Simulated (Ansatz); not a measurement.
```yaml
crystal:
  periodic: [false, false, false]
  atoms:
    - {symbol: C, position_ang: [-1.179108, 0.900305, -0.360944]}
    - {symbol: C, position_ang: [0.224470, 0.911095, -0.246862]}
    - {symbol: Si, position_ang: [0.882036, -0.690634, 0.612985]}
    - {symbol: O, position_ang: [0.311532, -2.005292, -0.323111]}
    - {symbol: H, position_ang: [-1.683870, 0.534661, -1.328948]}
    - {symbol: H, position_ang: [-1.825785, 1.216794, 0.464330]}
    - {symbol: H, position_ang: [0.612986, 1.785813, 0.389069]}
    - {symbol: H, position_ang: [0.803901, 0.988615, -1.261102]}
    - {symbol: H, position_ang: [2.329881, -0.806834, 0.617311]}
    - {symbol: H, position_ang: [0.314120, -0.731934, 1.947012]}
    - {symbol: H, position_ang: [-0.625471, -2.134792, -0.398187]}
basis:
  gaussian: {orbitals: aug-pcseg-2}
total_charge: 1
hamiltonian: {xc: {name: revPBE}, dispersion: d4}
output: {forces: true}
```

```sh
$ ansatz run in.yaml --threads 4 --pin off --events-out ev --progress --plain --max-ram 10444MiB
```

Shortened log:

```
Functional definition: revPBE
1366 factors; their error is unknown
mean field evaluation 1: about -12082.2552 eV, gradient 1.1e2 eV
mean field evaluation 2: about -11958.5692 eV, gradient 2.1e2 eV
mean field evaluation 4: about -12103.0921 eV, gradient 1.8e1 eV
mean field evaluation 8: about -12103.9987 eV, gradient 1.6e-1 eV
mean field evaluation 16: about -12103.9504 eV, gradient 7.9e-3 eV
mean field -12103.95038468 eV, -444.8119722847 hartree, gradient 4.3e-5 eV, S^2 0.000000; 0 other end points of the search recorded, 0 dependent functions left out
reference -12103.95045105 eV, -444.8119747237 hartree; 20, 20 occupied and 329, 329 virtual orbitals, 1366 factors
Total energy: -12104.47608675 eV, -444.8312914793 hartree
Atom 0 at    -1.179108     0.900305    -0.360944 Å, force     0.296342    -0.364385    -1.305314 eV/Å
Atom 1 at     0.224470     0.911095    -0.246862 Å, force     0.250752     3.158461    -2.054873 eV/Å
Atom 2 at     0.882036    -0.690634     0.612985 Å, force    -0.702355    -3.227984    -0.538761 eV/Å
Atom 3 at     0.311532    -2.005292    -0.323111 Å, force     1.738590     1.629813     0.781383 eV/Å
Atom 4 at    -1.683870     0.534661    -1.328948 Å, force     0.622862     0.377025     1.424623 eV/Å
Atom 5 at    -1.825785     1.216794     0.464330 Å, force    -0.005309    -0.014221    -0.022714 eV/Å
Atom 6 at     0.612986     1.785813     0.389069 Å, force    -0.425756    -1.259253     0.058656 eV/Å
Atom 7 at     0.803901     0.988615    -1.261102 Å, force    -0.967988    -0.716101     1.357952 eV/Å
Atom 8 at     2.329881    -0.806834     0.617311 Å, force     0.598947     0.417951    -0.283761 eV/Å
Atom 9 at     0.314120    -0.731934     1.947012 Å, force    -0.357654     0.322092     0.600206 eV/Å
Atom 10 at    -0.625471    -2.134792    -0.398187 Å, force    -1.048429    -0.323397    -0.017398 eV/Å
Dipole moment:    -0.580295     0.879344    -0.079421 e Å
```

Run time 4.4 s (4 threads of an Arm Neoverse V1 on a shared host); peak host memory 0.53 GiB.
